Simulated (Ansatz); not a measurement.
Born–Oppenheimer molecular dynamics of CH₃SSe (6 atoms, charge -1, multiplicity 1). It goes on from the last frame of an earlier run, with new velocities.

Level of theory: RKS BHLYP/def2-SVP (Ansatz).

* ensemble: NVT, Langevin thermostat
* time step: 0.5 fs
* steps asked: 150
* set temperature: 200 K
* friction: 0.01 /fs
* seed: 698472

First frame:

```xyz
6
Properties=species:S:1:pos:R:3
C -0.320 0.347 -0.257
S 0.264 -0.313 1.368
Se 1.759 -1.794 0.432
H -1.395 0.636 -0.127
H 0.126 1.262 -0.739
H -0.077 -0.476 -0.934
```

(1) How far do the bonds stretch over the last three quarters of this one trajectory? (Pairs bonded in most of those frames.)

## Answers

(1) 
```tsv
bond	mean (Å)	spread (Å)	shortest	longest
C1–S2	1.817	0.022	1.78	1.85
C1–H4	1.102	0.034	1.04	1.16
C1–H5	1.100	0.025	1.05	1.15
C1–H6	1.096	0.008	1.08	1.11
S2–Se3	2.252	0.029	2.22	2.31
```

Mean temperature of the second half: 251 K. The mean temperature of the second half is 26 % above the set value. A run of 0.075 ps of so small a system gives no equilibrium averages. Limits of this set-up: an anion without diffuse functions, the dipole of an ion depends on the origin.

Run time: 3.7 min on 1 thread of Intel(R) Xeon(R) 6975P-C (Granite Rapids), with other jobs on the host, peak memory 0.17 GiB.
